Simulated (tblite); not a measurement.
Start geometry of `C#C[C]1COC[C@H](F)[SiH2]1` [radical] from a force field or distance geometry (Å):
```
atom  x, y, z in Å
C1     2.7517   -0.1644   -1.6760
C2     2.0422   -0.0864   -0.6936
C3     1.2251    0.0030    0.5436
C4     0.5767    1.3622    0.5064
O5    -0.6522    1.4361   -0.0763
C6    -1.6593    0.6468    0.3892
C7    -1.4995   -0.6832   -0.3511
F8    -2.5901   -1.4678   -0.2768
Si9    0.0224   -1.4140    0.5144
H10    3.3368   -0.2380   -2.5409
H11    1.2593    2.0398   -0.0267
H12    0.5232    1.7349    1.5694
H13   -1.6165    0.4567    1.5065
H14   -2.6740    1.0083    0.1616
H15   -1.1749   -0.4031   -1.3705
H16    0.5233   -2.6020   -0.1154
H17   -0.4011   -1.6169    1.9263
```

Problem. What comes out of this run: GFN2-xTB geometry optimisation, gas phase (tblite 0.8.0)?

Solution. 
```
atom  x, y, z in Å
C1     3.5433   -0.1398   -0.7199
C2     2.3488   -0.0433   -0.5226
C3     1.0003    0.0470   -0.3079
C4     0.4000    1.4119   -0.1547
O5    -0.9942    1.4829   -0.3182
C6    -1.7412    0.7131    0.5930
C7    -1.8193   -0.7466    0.1459
F8    -2.4950   -1.4706    1.1211
Si9   -0.0612   -1.4779   -0.1224
H10    4.5747   -0.2251   -0.8904
H11    0.8096    2.0953   -0.9074
H12    0.6796    1.8131    0.8395
H13   -1.3069    0.7630    1.6018
H14   -2.7390    1.1620    0.6235
H15   -2.4413   -0.8147   -0.7520
H16   -0.0480   -2.3188   -1.3232
H17    0.2827   -2.2394    1.0840
```

The energy falls by 1.189 eV over 138 L-BFGS steps, the largest force on an atom goes from 4.12 to 0.010 eV/Å, and the atoms move by 1.018 Å rms after alignment. The bond that changes most is C2–C3 (ends: carbon bonded to 2 C; carbon bonded to 2 C and Si), which shortens by 0.117 Å. Bonds longer at the end by more than 0.005 Å: 6 of 17; shorter: 7. Among the angles that change most is C2–C3–Si9, from 107.3° to 121.5°. Among the dihedrals that turn most is C2–C3–Si9–H16, from 33° to -62°. Rotational constants go from 2224, 1088, 891.7 to 2526, 949.5, 725.1 MHz. The orientation of the end geometry is arbitrary; only internal coordinates are fixed.

The run took 1.2 s wall on Arm Neoverse V1, one thread, no GPU, shared host.

Its GFN2-xTB frequencies are all real (lowest 16 cm⁻¹). 3 starts were optimised and ended at 0.00, 0.00 and 0.07 kcal/mol (GFN2-xTB); the lowest of these is shown.

One conformer stands for the species.

All values are computed, not measured.
